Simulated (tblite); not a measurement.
Compound: C4H9FOSi2.
SMILES with atom numbers: `[CH:1]#[C:2][Si@@:3]([F:4])([CH2:5][CH3:6])[SiH2:7][OH:8]` (hydrogens: H9 on C1; H10, H11 on C5; H12, H13, H14 on C6; H15, H16 on Si7; H17 on O8)

Computed geometry: GFN2-xTB, gas phase.

List the bond lengths, angles and torsions at this level.

| bond | length (pm) |
| --- | --- |
| C1≡C2 | 120.2 |
| C2–Si3 | 185.4 |
| Si3–F4 | 164.0 |
| Si3–C5 | 190.8 |
| C5–C6 | 152.7 |
| Si3–Si7 | 230.5 |
| Si7–O8 | 162.7 |
| C1–H9 | 105.3 |
| C5–H10 | 109.1 |
| C5–H11 | 109.2 |
| C6–H12, C6–H13, C6–H14 | 108.9 |
| Si7–H15 | 146.0 |
| Si7–H16 | 146.9 |
| O8–H17 | 95.3 |

Bonds in one row agree within 1 pm and their mean is given. A selection of angles:
| angle | degrees |
| --- | --- |
| C2–C1–H9 | 179.3 |
| C1–C2–Si3 | 177.9 |
| C2–Si3–F4 | 103.8 |
| C2–Si3–C5 | 107.4 |
| C2–Si3–Si7 | 113.5 |
| F4–Si3–C5 | 104.9 |
| F4–Si3–Si7 | 108.3 |
| C5–Si3–Si7 | 117.8 |
| Si3–C5–C6 | 112.8 |
| Si3–C5–H10 | 109.6 |
| Si3–C5–H11 | 109.6 |
| C6–C5–H10 | 109.2 |
| C6–C5–H11 | 109.1 |
| H10–C5–H11 | 106.4 |
| C5–C6–H12 | 110.9 |
| H12–C6–H13 | 108.3 |
| Si3–Si7–O8 | 111.9 |
| Si3–Si7–H15 | 114.0 |
| Si3–Si7–H16 | 110.7 |
| O8–Si7–H15 | 100.3 |
| O8–Si7–H16 | 109.3 |
| H15–Si7–H16 | 110.2 |
| Si7–O8–H17 | 123.0 |

Dihedral angles: C2–Si3–C5–C6 179° (antiperiplanar); C2–Si3–Si7–O8 144° (anticlinal); H17–O8–Si7–Si3 -51° (synclinal).

O8 (silanol oxygen) is bent (angle 123.0°). The 2 C–C bonds span 1.202 Å (C1≡C2, drawn triple) to 1.527 Å (C5–C6, drawn single), a spread of 0.325 Å. Of the pairs four or more bonds apart, Si7···H12 is among the closest relative to their van der Waals radii: 3.38 Å, 102 % of the sum of Bondi's values. The 2 C–Si bonds span 1.854 Å (C2–Si3, drawn single) to 1.908 Å (Si3–C5, drawn single), a spread of 0.054 Å. Si7 (oxygen-bound silicon) is distorted tetrahedral (angles from 100.3° to 114.0°). Si3 (fluorine-bound silicon) is distorted tetrahedral (angles from 103.8° to 117.8°).

Point group: C1 (no symmetry element, even within 0.4 Å). Its GFN2-xTB frequencies are all real (lowest 19 cm⁻¹). One conformer, not necessarily the lowest (C2–Si3–C5–C6 179°, C2–Si3–Si7–O8 144°, Si3–Si7–O8–H -51°). 3 starts were optimised and ended at 0.00, 0.20 and 0.44 kcal/mol (GFN2-xTB); the lowest of these is shown.
